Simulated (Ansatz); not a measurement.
C3H5Br, SMILES C=C(Br)C.

Geometry optimised at TPSSh-D3(BJ)/def2-SVP.

Two levels are set side by side: PBE/def2-SVPD (Ansatz, an electronic-structure program) and CAM-B3LYP/def2-SVPD (Ansatz). Energy differences of separate SCF runs at the same geometry; the states with an electron removed or added have multiplicity 2 and 2. Differences are taken from unrounded values.

```json
[
 {"quantity": "vertical ionisation energy (eV)", "PBE": "9.22"},
 {"quantity": "vertical singlet–triplet gap (eV)", "PBE": "4.12"}
]
```

### Question
These are the PBE values. What does CAM-B3LYP give? (Estimate from the structure and the level; the computed values follow.)

### Answer

```json
[
 {"quantity": "vertical ionisation energy (eV)", "CAM-B3LYP": "9.50", "PBE minus CAM-B3LYP": "-0.28"},
 {"quantity": "vertical singlet–triplet gap (eV)", "CAM-B3LYP": "4.11", "PBE minus CAM-B3LYP": "0.01"}
]
```
